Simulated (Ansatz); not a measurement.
One change: `B[SiH](O)OC` becomes `B[SiH2]O`.

Ansatz, PBE0-D4/def2-TZVP geometries, multiplicity 1. Each molecule was computed in one conformer, which needn't be the lowest.

```csv
property,`B[SiH](O)OC`
HOMO–LUMO gap (PBE0/def2-TZVPP) / eV,5.60
size of the dipole moment (ωB97M-V/def2-TZVPP) / D,0.90
HOMO energy (PBE0/def2-TZVPP) / eV,-7.95
HOMO–LUMO gap (B3LYP/def2-TZVPP) / eV,5.20
LUMO energy (PBE/def2-TZVPP) / eV,-3.38
size of the dipole moment (B3LYP/def2-TZVPP) / D,0.89
```

Question: Give the same properties after the change, and the shifts. (Estimate.)

Answer: Computed: 
```
                                          property  `B[SiH2]O`  shift
              HOMO–LUMO gap (PBE0/def2-TZVPP) / eV        5.50  -0.10
size of the dipole moment (ωB97M-V/def2-TZVPP) / D        1.51   0.61
                HOMO energy (PBE0/def2-TZVPP) / eV       -7.96  -0.01
             HOMO–LUMO gap (B3LYP/def2-TZVPP) / eV        5.10  -0.10
                 LUMO energy (PBE/def2-TZVPP) / eV       -3.47  -0.09
  size of the dipole moment (B3LYP/def2-TZVPP) / D        1.47   0.58
```

Dipoles are sizes alone; their direction can turn.

B3LYP here is the variant with VWN-RPA as its local correlation; programs differ in this.
